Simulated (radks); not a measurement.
The numbers below are computed, except where a source is named.
Problem. All-electron atom: Pd+ in [Kr] 4d7 5s2 (not the ground configuration). Level of theory: scalar-relativistic Kohn-Sham, PBE, spin-polarised, spherical densities, finite nucleus; open shells are filled with parallel spins first (spin-orbit coupling, left out, can overturn this in heavy ions); Fermi nuclear charge, rms radius 4.5318 fm (a radial shooting solver on a logarithmic mesh with Libxc functionals). Some entries of the table are withheld. Estimate them.

| orbital | occ. | eigenvalue (eV) | <r^2> (bohr^2) |
|---|---|---|---|
| 1s down | 1 | -24185.83 | 0.001371 |
| 1s up | 1 | -24185.83 | 0.001371 |
| 2s up | 1 | -3549.598 | 0.02256 |
| 2s down | 1 | -3549.043 | 0.02256 |
| 2p up | 3 | -3184.562 | 0.01777 |
| 2p down | 3 | -3184.142 | 0.01777 |
| 3s up | 1 | -657.1579 | 0.1646 |
| 3s down | 1 | -656.8828 | 0.1646 |
| 3p up | 3 | -537.2091 | 0.1666 |
| 3p down | 3 | -536.8932 | 0.1665 |
| 3d up | 5 | -346.7912 | 0.1526 |
| 3d down | 5 | -346.2926 | 0.1525 |
| 4s up | 1 | -106.5251 | 0.9985 |
| 4s down | 1 | -104.2223 | 0.9956 |
| 4p up | 3 | -71.9656 | 1.205 |
| 4p down | 3 | -69.5833 | 1.205 |
| 4d up | 5 | -22.5461 | 2.145 |
| 4d down | 2 | -20.2966 | 2.236 |
| 5s up | 1 | -14.2248 | (1) |
| 5s down | 1 | -13.4474 | (2) |
| 5p up | 0 | -8.3309 | 12.64 |
| 5p down | 0 | -7.9141 | 13.51 |

Solution. 
(1) 5s up <r^2> (bohr^2): 7.884
(2) 5s down <r^2> (bohr^2): 8.339
